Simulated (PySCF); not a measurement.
# Correlation energy of Ar²⁺ (argon, charge +2)

[Ne] 3s2 3p4, high-spin 3P determinant. All numbers are calculated (PySCF 2.14, the non-relativistic Hamiltonian (point nucleus), in cc-pV(D+d)Z (4s3p2d, 23 functions)). Frozen: [Ne]; 6 electrons correlated.

MP2 pair energies summed by pair of shells (mhartree):

| pair | energy | share (%) |
| --- | --- | --- |
| 3p-3p | -46.57 | 49.9 |
| 3s-3p | -39.69 | 42.6 |
| 3s-3s | -6.97 | 7.5 |

Total MP2 correlation energy: -93.23 mhartree.

Same-spin part -22.88 and opposite-spin part -70.35 mhartree; SCS-MP2 scales them by 1/3 and 6/5 to -92.05 mhartree.

```csv
level,correlation energy (mhartree)
CCSD,-115.33
(T),-1.24
CCSD(T),-116.57
```

Diagnostics: T1 = 0.0065, D1 = 0.0223, largest double amplitude 0.055.

Is a single reference adequate?

Yes: T1 lies below 0.03 and no double amplitude reaches 0.07.
